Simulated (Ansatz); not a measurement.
Ansatz (a program for electronic structure) input (r2SCAN/def2-TZVPD):

Ansatz 0.2 input:
```yaml
crystal:
  periodic: [false, false, false]
  atoms:
    - {symbol: Sn, position_ang: [-0.27398500, -0.29800870, -0.15150228]}
    - {symbol: Cl, position_ang: [0.10159693, 1.40645448, -1.74126180]}
    - {symbol: Cl, position_ang: [-1.11448683, 0.72172916, 1.80484208]}
    - {symbol: Cl, position_ang: [1.81872815, -1.25168748, 0.38201466]}
basis:
  gaussian:
    orbitals: def2-TZVPD
hamiltonian:
  xc: {name: r2SCAN}
total_charge: 1
```

Output:

```
Functional definition: r2SCAN
integrals: 0.16 GiB planned
1244 factors; their error is unknown
mean field: 0.89 GiB planned
mean field evaluation 1: about -43388.9814 eV, gradient 4.5e1 eV
mean field evaluation 2: about -43363.9503 eV, gradient 1.0e2 eV
mean field evaluation 4: about -43393.8417 eV, gradient 8.9e0 eV
mean field evaluation 8: about -43394.0490 eV, gradient 9.9e-2 eV
mean field evaluation 16: about -43394.0350 eV, gradient 2.4e-4 eV
mean field evaluation 32: about -43394.0350 eV, gradient 7.7e-6 eV
mean field -43394.03501261 eV, -1594.7013731802 hartree, gradient 7.7e-6 eV, S^2 0.000000; 3 other end points of the search recorded, 0 dependent functions left out
reference -43394.03503882 eV, -1594.7013741431 hartree; 36, 36 occupied and 158, 158 virtual orbitals, 1244 factors
Total energy: -43394.03503882 eV, -1594.7013741431 hartree
```

This state (charge 1, singlet) is run at the relaxed geometry of the species with charge 0 and multiplicity 2.
